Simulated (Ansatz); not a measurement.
Computed with Ansatz on PBE0-D4/def2-TZVP structures; ΔE is electronic, products minus reactants. CCSD(T)/CBS adds triple-zeta CCSD(T) − MP2 to the extrapolated MP2 energy (def2 sets, frozen cores). One conformer a species, not always the lowest.

Reaction (formal exchange of groups at the Si–S bond): `O[SiH2]S[SiH](O)O` + dichlorosilane → `O[SiH](O)[SiH](Cl)Cl` + `O[SiH2]S`

```tsv
species	CCSD(T)/CBS(def2) energy (Eh)
`O[SiH2]S[SiH](O)O`	-1205.28516
`Cl[SiH2]Cl`	-1209.93203
`O[SiH](O)[SiH](Cl)Cl`	-1650.67565
`O[SiH2]S`	-764.50758
```

Problem. Work out ΔE.

Solution. ΔE = (-1650.67565) + (-764.50758) − (-1205.28516) − (-1209.93203) = 0.03396 Eh = +89.2 kJ/mol.

Largest T1 diagnostic among the species: 0.012.

The D4 term adds +3.2 kJ/mol with B3LYP and +1.4 kJ/mol with PBE0; it sums over pairs of atoms, weighted by their polarisabilities, and B3LYP, whose exchange is more repulsive, gets the larger term. From PBE to PBE0 (25 % exact exchange), in def2-TZVPP and without D4, ΔE moves by +6.4 kJ/mol.

B3LYP here is the variant with VWN-RPA as its local correlation; programs differ in this.
